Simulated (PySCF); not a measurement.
**P: excitation energy**

P [Ne] 3s2 3p3 (4S) → P [Ne] 3s1 3p4 (4P), as a difference of total energies. All numbers are calculated (PySCF 2.14, the non-relativistic Hamiltonian (point nucleus), in aug-cc-pwCVTZ). Correlated levels: nothing frozen. The calculations carry no spin-orbit coupling.

```csv
method,excitation energy (cm⁻¹),error (cm⁻¹)
UHF,63682,+4039
MP2 (all electrons),65577,+5935
SCS-MP2 (all electrons),65605,+5962
CCSD (all electrons),62036,+2394
CCSD(T) (all electrons),60402,+759
```

Reference: 59643 cm⁻¹ (measured; NIST levels, between the centres of gravity of the two terms).

Errors of the correlated levels include the incompleteness of this basis.

The coupled-cluster amplitudes are large for the upper state (T1 above 0.03 or a double amplitude above 0.15), so a single reference is strained.
